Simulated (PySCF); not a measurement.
## Atomic charges against the basis set

Compound: C₄H₈BCl.
Atom-mapped SMILES: `[BH2:1][CH2:2][C@@H:3]([Cl:4])[CH:5]=[CH2:6]` (hydrogens: H7, H8 on B1; H9, H10 on C2; H11 on C3; H12 on C5; H13, H14 on C6)

Cartesian coordinates in Å at the PBE0-D3(BJ)/def2-SVP level; atoms count from 1:
```xyz
14
C4H8BCl angstrom
B     -1.9878    0.6627    1.0241
C     -1.1695   -0.1510   -0.0231
C      0.2958   -0.3829    0.2962
Cl     1.0012   -1.5838   -0.8707
C      1.1029    0.8712    0.2260
C      1.7351    1.4140    1.2665
H     -1.5851    0.8223    2.1543
H     -3.0825    1.0844    0.7301
H     -1.7055   -1.1255   -0.0473
H     -1.2922    0.2416   -1.0472
H      0.4045   -0.8460    1.2873
H      1.1306    1.3581   -0.7564
H      1.7236    0.9393    2.2527
H      2.2869    2.3524    1.1705
```

PBE0 throughout (PySCF), one geometry, spherical d and f functions. Isolated species at its PBE0-D3(BJ)/def2-SVP geometry (one conformer only). Atoms taken as equivalent share a column and are averaged. The first 7 of 13 kinds of atom are listed.

Mulliken charges (e):

```csv
basis,functions,B1,C2,C3,Cl4,C5,C6,H7/H8
STO-3G,42,+0.185,-0.247,-0.028,-0.177,-0.075,-0.161,-0.040
6-31G,74,+0.232,-0.482,-0.484,+0.005,-0.032,-0.348,-0.028
pcSseg-0,74,+0.266,-0.736,-0.619,-0.003,-0.141,-0.388,+0.029
6-31G*,104,+0.118,-0.455,-0.327,-0.073,-0.056,-0.386,-0.002
cc-pVDZ,128,+0.034,+0.011,-0.185,-0.118,-0.027,-0.013,-0.014
def2-SVP,128,+0.058,-0.055,-0.110,-0.155,-0.034,-0.064,-0.015
aug-cc-pVDZ,214,-1.253,+0.536,+0.220,-0.158,+1.352,+0.199,+0.644
"6-311+G(2d,p)",218,+0.100,-0.664,+0.399,-0.206,-0.026,-0.509,+0.009
def2-TZVP,240,-0.062,-0.275,+0.079,-0.178,-0.151,-0.263,+0.025
cc-pVTZ,296,-0.038,-0.173,-0.020,-0.179,-0.099,-0.256,+0.020
IGLO-III,299,+0.222,-0.406,-0.104,-0.029,-0.109,-0.230,-0.046
```

IAO charges (e):

| basis | functions | B1 | C2 | C3 | Cl4 | C5 | C6 | H7/H8 |
| --- | --- | --- | --- | --- | --- | --- | --- | --- |
| STO-3G | 42 | +0.106 | -0.399 | -0.115 | -0.100 | -0.143 | -0.252 | +0.005 |
| 6-31G | 74 | +0.070 | -0.415 | -0.083 | -0.146 | -0.137 | -0.303 | +0.015 |
| pcSseg-0 | 74 | +0.065 | -0.410 | -0.100 | -0.129 | -0.139 | -0.290 | +0.015 |
| 6-31G* | 104 | +0.088 | -0.408 | -0.068 | -0.143 | -0.134 | -0.293 | +0.008 |
| cc-pVDZ | 128 | +0.071 | -0.406 | -0.064 | -0.142 | -0.135 | -0.299 | +0.013 |
| def2-SVP | 128 | +0.079 | -0.401 | -0.064 | -0.133 | -0.130 | -0.292 | +0.008 |
| aug-cc-pVDZ | 214 | +0.073 | -0.413 | -0.063 | -0.147 | -0.137 | -0.311 | +0.013 |
| 6-311+G(2d,p) | 218 | +0.075 | -0.415 | -0.068 | -0.143 | -0.137 | -0.310 | +0.013 |
| def2-TZVP | 240 | +0.075 | -0.416 | -0.068 | -0.139 | -0.136 | -0.311 | +0.012 |
| cc-pVTZ | 296 | +0.074 | -0.416 | -0.067 | -0.142 | -0.136 | -0.311 | +0.012 |
| IGLO-III | 299 | +0.074 | -0.416 | -0.071 | -0.137 | -0.136 | -0.313 | +0.013 |

Hirshfeld charges (e):

```tsv
basis	functions	B1	C2	C3	Cl4	C5	C6	H7/H8
STO-3G	42	+0.183	-0.067	+0.112	-0.208	-0.026	-0.052	-0.067
6-31G	74	+0.158	-0.122	+0.033	-0.127	-0.043	-0.088	-0.057
pcSseg-0	74	+0.162	-0.130	+0.033	-0.101	-0.042	-0.082	-0.059
6-31G*	104	+0.159	-0.122	+0.033	-0.130	-0.043	-0.088	-0.057
cc-pVDZ	128	+0.161	-0.137	+0.022	-0.099	-0.043	-0.087	-0.058
def2-SVP	128	+0.162	-0.143	+0.021	-0.084	-0.045	-0.090	-0.059
aug-cc-pVDZ	214	+0.164	-0.154	-0.001	-0.076	-0.054	-0.093	-0.053
6-311+G(2d,p)	218	+0.168	-0.149	-0.002	-0.079	-0.054	-0.090	-0.055
def2-TZVP	240	+0.163	-0.148	+0.004	-0.083	-0.051	-0.092	-0.055
cc-pVTZ	296	+0.163	-0.147	+0.008	-0.088	-0.048	-0.092	-0.056
IGLO-III	299	+0.163	-0.155	-0.001	-0.061	-0.056	-0.095	-0.054
```

Some averages cover members that differ in this geometry, most widely: H7/H8, Mulliken in aug-cc-pVDZ +0.611 to +0.677 e.

Task: Which scheme is steadiest as the basis changes?

Result: Largest range over the bases for any column: IAO 0.06 e, Hirshfeld 0.15 e, Mulliken 1.52 e. IAO charges move least and Mulliken charges most, counted in e. Without the minimal STO-3G basis the ranges are IAO 0.04, Hirshfeld 0.07, Mulliken 1.52 e.

Task: How much do the charges still move between the two largest bases, cc-pVTZ and IGLO-III?

Result: At most, over all atoms: Mulliken 0.260 e, IAO 0.005 e, Hirshfeld 0.026 e.

Task: What do the same runs give for the total energy, the frontier levels and the dipole moment?

Result: 
```
        basis  energy (Eh)  HOMO (eV)  LUMO (eV)  μ (D)
       STO-3G    -634.6884      -6.09       1.24   2.04
        6-31G    -641.7809      -7.70      -1.30   1.99
     pcSseg-0    -640.9341      -7.93      -1.60   1.99
       6-31G*    -641.8347      -7.63      -1.24   1.76
      cc-pVDZ    -641.8728      -7.73      -1.47   1.57
     def2-SVP    -641.5815      -7.73      -1.47   1.42
  aug-cc-pVDZ    -641.8854      -7.85      -1.62   1.67
6-311+G(2d,p)    -641.9209      -7.86      -1.61   1.65
    def2-TZVP    -641.9346      -7.83      -1.57   1.55
      cc-pVTZ    -641.9389      -7.82      -1.56   1.59
     IGLO-III    -641.9369      -7.81      -1.58   1.43
```

The dipole is fixed by the density alone, so its range of 0.62 D shows that the density itself changes with the basis, not only its division among atoms.
